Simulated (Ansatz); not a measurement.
Program: Ansatz. Geometries: PBE0-D4/def2-TZVP. ΔE: electronic, gas phase. CBS: MP2 limit from def2 TZ/QZ plus the TZ coupled-cluster correction, frozen cores. This one scheme is used for every species. Functionals use def2-TZVPP. B3LYP here is the variant with VWN-RPA as its local correlation; programs differ in this. One conformer a species, not always the lowest.

Consider the ligand exchange at the Si–Cl bond: `N[SiH](Cl)O[SiH3]` + NH₃ → `N[SiH](N)O[SiH3]` + HCl.

```tsv
level	ΔE (kJ/mol)	difference from CCSD(T)/CBS
PBE-D4	44.3	3.3
r2SCAN-D4	43.4	2.4
PBE0-D4	43.9	2.9
B3LYP-D4	41.0	0.0
ωB97X-V	41.7	0.7
PBE0	44.0	3.0
B3LYP	41.1	0.1
MP2/def2-TZVPP	41.1	0.1
SCS-MP2/def2-TZVPP	39.5	-1.5
CCSD/def2-TZVPP	36.9	-4.1
CCSD(T)/def2-TZVPP	37.4	-3.6
HF/def2-QZVPP	41.5	0.5
MP2/def2-QZVPP	43.0	2.0
SCS-MP2/def2-QZVPP	41.5	0.5
HF/CBS(def2)	41.4	0.4
MP2/CBS(def2)	44.7	3.7
CCSD(T)/CBS	41.0	0
```

Largest T1 diagnostic among the species: 0.011.
